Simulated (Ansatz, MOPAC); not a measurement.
Pair of molecules: H4Sn (SMILES [SnH4]) (first 5 atoms) with CH4 (SMILES C); geometry from B3LYP-D3(BJ)/def2-TZVP, rigid monomers moved along the line of their centres of mass till Sn1···C6 is 3.51 Å.
(charge 0, multiplicity 1):
```xyz
10

Sn     0.1336     0.1521    -0.0877
H     -1.2914     0.9323     0.4394
H      0.0729    -1.5006     0.3389
H      0.2617     0.2942    -1.7866
H      1.4919     0.8835     0.6450
C     -0.1057    -0.1207     3.4026
H      0.8708     0.2916     3.1521
H     -0.1921    -0.2166     4.4840
H     -0.8865     0.5435     3.0345
H     -0.2154    -1.1017     2.9422
```

Counterpoise-corrected where a basis set is named; no monomer relaxation.

Correlated levels freeze the cores. Filled d and f shells under p-block atoms count as core. CBS(a, b) extrapolates the correlation energy as X⁻³ and adds the Hartree–Fock energy of set b. The state that PM7 reach isn't checked; PM7 holds dispersion and hydrogen-bond terms.

Codes used: Ansatz (an electronic-structure program); MOPAC for PM7 (differences of heats of formation).  In def2 rows elements past Kr take small-core potentials, without spin–orbit coupling.

### Question
What is the computed interaction energy (MP2/def2-SVPD)?

### Answer
0.6 kcal/mol

### Question
What is the computed interaction energy (PM7)?

### Answer
2.9 kcal/mol

### Question
What interaction energy does CCSD(T)/CBS(def2-SVPD, def2-TZVPPD) give?

### Answer
0.0 kcal/mol
